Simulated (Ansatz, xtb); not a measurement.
Reaction (SMILES): C/C=C(\C)CC + 6 [H][H] (H2) → 6 C (CH4)
Geometries: B3LYP-D3(BJ)/def2-TZVP minima from Ansatz (a quantum-chemistry and plane-wave program), one conformer each, not searched for the lowest.
Geometry of the first species:
```xyz
18

C      2.5502    -0.1771    -0.0255
C      1.1385    -0.6427    -0.2035
C      0.0217     0.0875    -0.2338
C     -0.0183     1.5844    -0.0976
C     -1.3205    -0.5801    -0.4097
C     -2.2463    -0.4397     0.8042
H      2.9950    -0.6248     0.8686
H      3.1716    -0.4886    -0.8706
H      2.6355     0.9038     0.0707
H      1.0275    -1.7183    -0.3188
H     -0.6057     2.0243    -0.9093
H      0.9697     2.0385    -0.1149
H     -0.5032     1.8830     0.8358
H     -1.8222    -0.1511    -1.2853
H     -1.1681    -1.6399    -0.6246
H     -2.4876     0.6042     1.0104
H     -1.7772    -0.8581     1.6971
H     -3.1869    -0.9675     0.6363
```
Charge 0, spin multiplicity 1.

Quantity: energy of full hydrogenation (electronic energy difference), in kcal/mol. Valence correlation only, unless marked. Spin-orbit coupling is left out. Non-relativistic. Basis-set limits of correlation are two-point, X^-3; Hartree-Fock from the larger set.

```
level       program  energy of full hydrogenation (kcal/mol)
----------  -------  ---------------------------------------
GFN1-xTB        xtb                                   -174.6
HF/cc-pVTZ   Ansatz                                   -138.6
```

Task: Predict the CCSD(T)/CBS(cc-pVTZ,cc-pVQZ) result (Ansatz).

Result: -116.6 kcal/mol, so HF/cc-pVTZ differs from it by -22.0 kcal/mol.
